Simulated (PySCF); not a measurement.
Job file and geometry (Å, from GFN2-xTB) of an NMR shielding run on `Cl[Si@](CC)(OC)[SiH2]C`, C4H13ClOSi2, PySCF 2.14.0, density-fitted response routines, GIAO PBE0/pcSseg-1 NMR shielding, non-relativistic, gas phase; density fitting, a coarse starting grid and PySCF grid level 2 are the driver's defaults:

```
$ OMP_NUM_THREADS=1 python probes_run.py task.json out

{"job": {"kind": "nmr", "xc": "PBE0", "basis": "pcSseg-1"}, "charge": 0, "multiplicity": 1}
C     -1.442172    -1.976630     0.738646
C     -1.754205    -0.565555     0.249738
Si    -0.292945     0.247409    -0.690326
Cl    -0.113962    -0.693589    -2.471632
O     -0.726832     1.729745    -1.224538
C     -0.951287     2.890133    -0.484221
Si     1.656674     0.305820     0.562677
C      2.730683    -1.225640     0.242419
H     -0.606423    -1.964792     1.435648
H     -1.178163    -2.617416    -0.099169
H     -2.302569    -2.411067     1.244086
H     -2.634271    -0.602496    -0.397973
H     -2.030228     0.050917     1.108901
H     -1.175316     3.694822    -1.184431
H     -1.795704     2.758986     0.195825
H     -0.066137     3.152187     0.100631
H      1.346600     0.369882     2.004739
H      2.471871     1.507239     0.305079
H      2.191827    -2.141017     0.471103
H      3.031353    -1.279105    -0.800308
H      3.632286    -1.212891     0.847337
```

**Question.** What does the program print?

**Answer.** 
```
coarse grid: 18368 points
cycle   1  E = -1273.8342404819  dE =  6.065e-01  |g| = 7.738e-01  |ddm| = 3.968e+00
cycle   2  E = -1273.6964597114  dE =  1.378e-01  |g| = 1.149e+00  |ddm| = 1.744e+00
cycle   3  E = -1273.9549099077  dE = -2.585e-01  |g| = 1.396e-01  |ddm| = 1.216e+00
cycle   4  E = -1273.9585197010  dE = -3.610e-03  |g| = 4.448e-02  |ddm| = 1.537e-01
cycle   5  E = -1273.9589823567  dE = -4.627e-04  |g| = 7.457e-03  |ddm| = 4.570e-02
cycle   6  E = -1273.9589962223  dE = -1.387e-05  |g| = 2.214e-03  |ddm| = 1.165e-02
cycle   7  E = -1273.9589971646  dE = -9.424e-07  |g| = 4.054e-04  |ddm| = 2.583e-03
final grid: 161480 points
cycle   8  E = -1274.0142487569  dE = -3.652e-05  |g| = 1.142e-02  |ddm| = 2.480e-02
cycle   9  E = -1274.0142256297  dE =  2.313e-05  |g| = 1.567e-02  |ddm| = 1.896e-02
cycle  10  E = -1274.0142749911  dE = -4.936e-05  |g| = 1.780e-03  |ddm| = 1.248e-02
cycle  11  E = -1274.0142755902  dE = -5.990e-07  |g| = 3.035e-04  |ddm| = 1.840e-03
cycle  12  E = -1274.0142756087  dE = -1.852e-08  |g| = 6.735e-05  |ddm| = 3.110e-04
cycle  13  E = -1274.0142756097  dE = -1.000e-09  |g| = 2.093e-05  |ddm| = 8.929e-05
converged SCF energy = -1274.0142756097

GIAO shielding tensors (ppm)
atom      isotropic    diamagn.    paramagn.     s11        s22        s33       span
  0 C      178.957     249.140     -70.183    174.588    175.417    186.867     12.279
  1 C      167.604     257.185     -89.581    156.402    167.025    179.385     22.983
  2 Si     321.453     880.518    -559.066    300.466    322.513    341.379     40.914
  3 Cl     917.203    1151.163    -233.960    790.712    945.823   1015.074    224.362
  4 O      298.103     398.746    -100.644    246.079    309.415    338.814     92.735
  5 C      135.135     244.233    -109.098    109.428    111.050    184.927     75.500
  6 Si     437.088     882.737    -445.649    414.676    422.993    473.595     58.919
  7 C      197.484     252.776     -55.292    189.915    200.513    202.024     12.109
  8 H       31.042      32.219      -1.177     26.099     30.544     36.482     10.383
  9 H       30.724      31.152      -0.428     25.963     30.590     35.618      9.655
 10 H       30.408      28.640       1.768     25.178     27.446     38.602     13.424
 11 H       30.814      32.061      -1.247     26.614     29.245     36.582      9.967
 12 H       30.684      34.080      -3.396     26.234     29.822     35.996      9.763
 13 H       27.723      27.406       0.317     23.135     25.159     34.875     11.740
 14 H       28.138      29.886      -1.748     23.310     26.392     34.712     11.402
 15 H       28.110      30.070      -1.960     23.280     26.764     34.285     11.005
 16 H       27.818      31.596      -3.778     24.794     26.181     32.479      7.685
 17 H       27.712      30.847      -3.135     23.729     26.401     33.006      9.277
 18 H       31.698      31.826      -0.128     26.521     30.449     38.123     11.603
 19 H       31.438      30.656       0.782     26.200     29.923     38.190     11.990
 20 H       31.324      28.077       3.248     26.018     27.725     40.230     14.212
```

**Question.** Turn these shieldings into chemical shifts. Referencing at the same level of theory: TMS for ¹³C (σref 186.93) and ²⁹Si (σref 349.16) and ¹H (σref 31.72); ³⁵Cl (σref 949.78) vs HCl; ¹⁷O (σref 336.08) vs H2O.

**Answer.** Averaging equivalent atoms: C 5: 51.8; C 1: 19.3; C 0: 8.0; C 7: -10.6; Si 2: 27.7; Si 6: -87.9; Cl 3: 33; O 4: 38.0; H 17: 4.00; H 16: 3.90; H 13/14/15: 3.73; H 12: 1.03; H 8/9/10: 0.99; H 11: 0.90; H 18/19/20: 0.23 ppm. Experimental scales use liquid or dissolved standards, which lie at an offset from isolated H2O (liquid H2O: subtract about 36 ppm).

Size and cost of the density-fitted run: 222 basis functions, 97 s wall time on 1 thread of an Arm Neoverse N1, shared host; peak memory 1 GiB.
